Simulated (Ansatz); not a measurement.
Reaction (ligand exchange at a Zn–N bond): `[NH2][Zn][Br]` + H–F → `[F][Zn][Br]` + NH₃

Program: Ansatz. Geometries: PBE0-D4/def2-TZVP. ΔE: electronic, gas phase. CBS: MP2 limit from def2 TZ/QZ plus the TZ coupled-cluster correction, frozen cores. This one scheme is used for every species. Functionals use def2-TZVPP. B3LYP here is the variant with VWN-RPA as its local correlation; programs differ in this. HSE06 is defined as in plane-wave codes. For Br, Zn outer-core shells are correlated without core-valence functions, which leaves a few kJ/mol of doubt a bond. Scalar relativity is left out up to krypton. One conformer a species, not always the lowest.

`[NH2][Zn][Br]`:

Cartesian coordinates in Å:
```
N 0.608 0.792 -0.090
Zn -0.339 -0.756 -0.046
Br -1.370 -2.734 -0.086
H 0.173 1.560 -0.582
H 0.928 1.138 0.804
```

H–F:

Z-matrix (Å, degrees):
```
F
H 1 0.920
```

`[F][Zn][Br]`:

```xyz
3

F    -0.546    0.061   -1.817
Zn   -0.045    0.005   -0.149
Br    0.591   -0.066    1.966
```

NH₃:

Z-matrix (Å, degrees):
```
N
H 1 1.013
H 1 1.013 2 107.1
H 1 1.013 2 107.1 3 -114.5
```

Task: Is it downhill or uphill in electronic energy at CCSD(T)/CBS, and by how much? (Best estimate.)

Result: Ansatz gave: Downhill: ΔE = -0.53 eV.

Task: What do these levels give: PBE-D4, revPBE-D4, PBE0-D4, CAM-B3LYP-D4, ωB97M-V, B2PLYP, PBE0, B3LYP, HSE06, LC-ωPBE, SCS-MP2/def2-TZVPP, HF/CBS(def2)? (Estimate.)

Result: The calculation gave: PBE-D4 -0.49, revPBE-D4 -0.50, PBE0-D4 -0.49, CAM-B3LYP-D4 -0.56, ωB97M-V -0.53, B2PLYP -0.54, PBE0 -0.51, B3LYP -0.58, HSE06 -0.51, LC-ωPBE -0.55, SCS-MP2/def2-TZVPP -0.49, HF/CBS(def2) -0.80 eV.

Task: What do rigid-rotor, harmonic-oscillator terms from PBE0-D4/def2-TZVP frequencies (298.15 K, 1 bar) make of the CCSD(T)/CBS value? (Estimate.)

Result: The calculation gave: ΔZPE = +0.06 eV, ΔH = -0.48 eV, ΔS = -7 J/(mol·K), ΔG = -0.46 eV.

Largest T1 diagnostic among the species: 0.014.

In def2-TZVPP, CCSD(T) changes the Hartree–Fock value by +0.25 eV (the triples alone add +0.03 eV) and MP2 by +0.32 eV. At CCSD(T), def2-SVP lies −0.14 eV from the extrapolated value and def2-TZVPP +0.05 eV. Leaving LDA and LC-ωPBE aside and taking each functional with its dispersion term where it has one, the values, not all of them listed here, spread over 0.15 eV, from B97M-V to PBE-QIDH. LDA lies +0.14 eV from PBE without D4.
